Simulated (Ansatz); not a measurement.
CH₈O₃Si₂, SMILES O[SiH]([C@@H]([SiH3])O)O.

Coordinates come from a r2SCAN-D4/def2-SVP optimisation. The structure was generated by enumeration; whether it is a known compound was not checked. Other conformers were not sampled.

Two levels are set side by side: PBE/def2-SVPD (Ansatz, a quantum-chemistry and plane-wave program) and PBE0/def2-SVPD (Ansatz). Energy differences of separate SCF runs at the same geometry; the states with an electron removed or added have multiplicity 2 and 2. Differences are taken from unrounded values.

```json
[
 {"quantity": "vertical ionisation energy (eV)", "PBE0": "9.80", "PBE": "9.37", "PBE minus PBE0": "-0.43"},
 {"quantity": "vertical singlet–triplet gap (eV)", "PBE0": "6.29", "PBE": "5.74", "PBE minus PBE0": "-0.54"}
]
```
